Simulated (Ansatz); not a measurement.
Consider the redistribution: `[F][In]([F])[Br]` + `[OH][In]([Cl])[Cl]` → `[OH][In]([F])[Br]` + `[F][In]([Cl])[Cl]`.

Calculated with Ansatz (gas phase, PBE0-D4/def2-TZVP geometries, no zero-point term in ΔE). CCSD(T)/CBS adds triple-zeta CCSD(T) − MP2 to the extrapolated MP2 energy (def2 sets, frozen cores). DFT in def2-TZVPP. Elements past krypton have def2 core potentials. For Br, In outer-core shells are correlated without core-valence functions, which leaves a few kJ/mol of doubt a bond. Scalar relativity is left out up to krypton. One conformer a species, not always the lowest.

```json
{"level": "B97M-V", "ΔE (kJ/mol)": "-0.2"}
{"level": "BLYP", "ΔE (kJ/mol)": "-0.8"}
{"level": "HF/def2-SVP", "ΔE (kJ/mol)": "-0.6"}
{"level": "MP2/def2-TZVPP", "ΔE (kJ/mol)": "0.0"}
```

What does CCSD(T)/CBS give? (Estimate.)

Computed: -0.3 kJ/mol. The listed levels differ from it by 0.1, -0.5, -0.3, 0.3 kJ/mol.

Largest T1 diagnostic among the species: 0.014.

Leaving LDA and LC-ωPBE aside and taking each functional with its dispersion term where it has one, the values, not all of them listed here, spread over 0.4 kJ/mol, from B3LYP-D4 to B97M-V.

B3LYP here is the variant with VWN-RPA as its local correlation; programs differ in this.
